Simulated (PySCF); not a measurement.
Cu²⁺ (copper, charge +2) across methods

[Ar] 3d8 4p1, one real determinant (an excited configuration). Calculation: PySCF 2.14, in aug-cc-pVDZ-DK; scalar relativity by spin-free X2C-1e.

| method | E (hartree) | mean ε 3d α (eV) | mean ε 3d β (eV) | mean ε 4p α (eV) | Σ⟨r²⟩ (bohr²) | ⟨S²⟩ |
| --- | --- | --- | --- | --- | --- | --- |
| PBE | -1652.929 | -39.040 | -37.026 | -18.716 | 20.83 | 3.750 |
| wB97X | -1653.231 | -44.525 | -42.479 | -21.247 | 20.83 | 3.751 |
| TPSSh | -1653.193 | -40.326 | -38.364 | -18.963 | 20.84 | 3.750 |
| BP86 | -1653.437 | -39.114 | -37.196 | -18.838 | 20.78 | 3.750 |
| UHF | -1651.79229 | -51.355 | -48.458 | -21.114 | 21.14 | 3.752 |
| PBE0 | -1652.955 | -42.362 | -40.153 | -19.447 | 20.84 | 3.750 |
| LDA | -1650.243 | -39.311 | -37.095 | -18.786 | 20.76 | 3.750 |
| r2SCAN | -1653.172 | -39.641 | -37.686 | -18.894 | 20.76 | 3.751 |
| BHandHLYP | -1653.174 | -45.561 | -43.265 | -20.047 | 20.87 | 3.751 |

⟨L²⟩ = 14.01 against 20 for a pure G term, so this real determinant mixes terms.
